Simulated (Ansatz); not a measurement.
This geometry of C$_{2}$H$_{9}$ClSi$_{2}$ (14 atoms, charge 0, multiplicity 1) is a first-order saddle point.

Method: RHF/6-31G (Ansatz).

```xyz
14
Properties=species:S:1:pos:R:3
C -0.620 1.085 0.980
C -0.269 -0.268 0.313
Si 1.605 -0.669 0.541
Si -0.819 -0.424 -1.517
Cl -1.654 1.475 -2.253
H -0.103 1.911 0.509
H -0.341 1.071 2.029
H -1.681 1.294 0.926
H -0.817 -1.052 0.833
H 2.430 0.379 -0.128
H 1.936 -1.997 -0.058
H 1.932 -0.697 1.997
H 0.297 -0.719 -2.450
H -1.909 -1.417 -1.693
```

(1) Which two structures does it join? (They come from a converged band through this point; their orientation in space is the band's.)

(2) How far does it lie above each of them?

## Answers

(1) No bond is made or broken. The dihedral C1–C2–Si4–H13 goes from 55 to -174°.

Initial state:

```xyz
14
Properties=species:S:1:pos:R:3
C -0.245 1.314 0.829
C -0.299 -0.142 0.304
Si 1.370 -1.057 0.636
Si -0.820 -0.228 -1.523
Cl -2.842 0.616 -1.734
H 0.494 1.902 0.295
H 0.015 1.335 1.881
H -1.203 1.808 0.720
H -1.055 -0.688 0.867
H 2.463 -0.430 -0.167
H 1.273 -2.499 0.260
H 1.707 -0.945 2.084
H 0.047 0.603 -2.394
H -0.918 -1.618 -2.032
```

Final state:

```xyz
14
Properties=species:S:1:pos:R:3
C -0.674 1.123 0.914
C -0.274 -0.256 0.338
Si 1.623 -0.566 0.533
Si -0.951 -0.526 -1.419
Cl 0.084 0.823 -2.821
H -0.223 1.932 0.352
H -0.354 1.219 1.946
H -1.750 1.265 0.895
H -0.755 -1.036 0.932
H 2.399 0.581 -0.013
H 2.028 -1.822 -0.166
H 1.926 -0.706 1.989
H -0.704 -1.897 -1.929
H -2.387 -0.164 -1.524
```

(2) 0.089 eV above the first and 0.067 eV above the second. This is the barrier of this one path; another mechanism may lie lower. Limits of this set-up: no polarisation functions.

The run took 3.3 min on 1 thread of Intel(R) Xeon(R) 6975P-C (Granite Rapids), with other jobs on the host, peak memory 0.18 GiB.
